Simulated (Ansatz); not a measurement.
`CC[O][GeH]([CH3])[F]`. Charge 0, multiplicity 1. All single points use the PBE0-D4/def2-TZVP geometry. It is one conformer, not always the lowest.

```xyz
15

C     0.059   -2.621    0.055
C    -0.194   -1.330   -0.682
O    -0.008   -0.246    0.213
Ge   -0.010    1.408   -0.391
C     0.262    2.573    1.115
F    -1.606    1.708   -1.032
H    -0.626   -2.718    0.900
H     1.082   -2.652    0.438
H    -0.089   -3.476   -0.610
H     0.491   -1.244   -1.537
H    -1.216   -1.315   -1.080
H     0.925    1.533   -1.607
H     0.170    3.615    0.807
H    -0.492    2.355    1.871
H     1.252    2.410    1.541
```

(1) What is the dipole moment at PBE/def2-TZVPP? (Estimate.)

(2) And with r2SCAN, B3LYP, ωB97M-V? (An estimate is asked.)

(3) Give the Mulliken charges with PBE, B3LYP, r2SCAN in def2-TZVPP. (Estimate.)

Answers

(1) The calculation gave: 1.78 D, with components (1.72, 0.13, 0.44) D in this frame, pointing from negative to positive charge.

(2) Computed: r2SCAN 1.84 D, B3LYP 1.88 D, ωB97M-V 1.87 D.

(3) Ansatz gave: 
```json
{"atom": "C1", "PBE": "-0.24", "B3LYP": "-0.23", "r2SCAN": "-0.12"}
{"atom": "C2", "PBE": "0.00", "B3LYP": "0.03", "r2SCAN": "0.11"}
{"atom": "O3", "PBE": "-0.35", "B3LYP": "-0.42", "r2SCAN": "-0.42"}
{"atom": "Ge4", "PBE": "0.62", "B3LYP": "0.71", "r2SCAN": "0.69"}
{"atom": "C5", "PBE": "-0.37", "B3LYP": "-0.38", "r2SCAN": "-0.29"}
{"atom": "F6", "PBE": "-0.36", "B3LYP": "-0.40", "r2SCAN": "-0.40"}
{"atom": "H7", "PBE": "0.09", "B3LYP": "0.08", "r2SCAN": "0.05"}
{"atom": "H8", "PBE": "0.08", "B3LYP": "0.08", "r2SCAN": "0.04"}
{"atom": "H9", "PBE": "0.07", "B3LYP": "0.07", "r2SCAN": "0.03"}
{"atom": "H10", "PBE": "0.06", "B3LYP": "0.06", "r2SCAN": "0.03"}
{"atom": "H11", "PBE": "0.09", "B3LYP": "0.09", "r2SCAN": "0.05"}
{"atom": "H12", "PBE": "-0.05", "B3LYP": "-0.04", "r2SCAN": "-0.04"}
{"atom": "H13", "PBE": "0.12", "B3LYP": "0.11", "r2SCAN": "0.09"}
{"atom": "H14", "PBE": "0.12", "B3LYP": "0.12", "r2SCAN": "0.10"}
{"atom": "H15", "PBE": "0.11", "B3LYP": "0.11", "r2SCAN": "0.09"}
```

B3LYP here is the variant with VWN-RPA as its local correlation; programs differ in this.
